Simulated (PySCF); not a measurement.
## Computed properties of 2,2,2-trifluoroethanol (C2H3F3O), SMILES OCC(F)(F)F

C₂H₃F₃O, SMILES C(CO)(F)(F)F. Geometry: B3LYP-D3(BJ)/def2-SVP. Other conformers were not sampled. All values are computed for the isolated molecule unless a solvent is named; none is compared with measurement here.

**Structure.** All 21 harmonic modes at B3LYP-D3(BJ)/def2-SVP (PySCF) are real, so it is a minimum. With heavy atoms numbered as in [OH:1][CH2:2][C:3]([F:4])([F:5])[F:6], the shortest bond between them is C3–F6 at 1.337 Å and the longest C2–C3 at 1.520 Å.

**Vibrations.** The strongest infrared lines (harmonic, unscaled, degenerate partners summed) lie at 1220 cm⁻¹ (296 km/mol, C 72 %, F 20 %), 1313 cm⁻¹ (180 km/mol, C 67 %, H 22 %, F 11 %), 1279 cm⁻¹ (128 km/mol, C 56 %, H 36 %). The softest mode is at 115 cm⁻¹ and the zero-point energy is 36.3 kcal/mol.

**Electronic structure.** ωB97X/def2-TZVP (PySCF) places the frontier levels at -11.38 and 3.05 eV, a gap of 14.43 eV, and gives a dipole moment of 1.66 D and a mean polarisability of 30.9 bohr³. PBE/def2-TZVP (PySCF) at the same geometry gives -7.07 and -0.06 eV, so its gap is 7.42 eV narrower. An orbital gap is neither the optical nor the fundamental gap.

**Excitations.** TDDFT-ωB97X/def2-SVPD (PySCF) has S1 at 8.15 eV (152 nm, f = 0.008, weak); the most intense of the 10 singlets computed lies at 11.56 eV (f = 0.07). T1 (TDA) is at 7.79 eV. TDDFT-PBE/def2-SVPD (PySCF) puts S1 at 6.85 eV. No vertical singlet excitation falls in the visible range (under 3.1 eV).

**NMR.** GIAO shifts at KT2/pcSseg-1 (PySCF) (non-relativistic, atoms alike by connectivity averaged): ¹³C from 68.3 to 133.9 ppm against TMS; ¹H from 0.7 to 4.1 ppm against TMS; ¹⁹F at -124.9 ppm against CFCl3.

**Solvation.** SMD-B3LYP/def2-SVP (PySCF) gives -3.7 kcal/mol in water, -5.8 kcal/mol in methanol, -3.5 kcal/mol in tetrahydrofuran (1 M in both phases, gas-phase geometry); of these solvents methanol holds the molecule best.
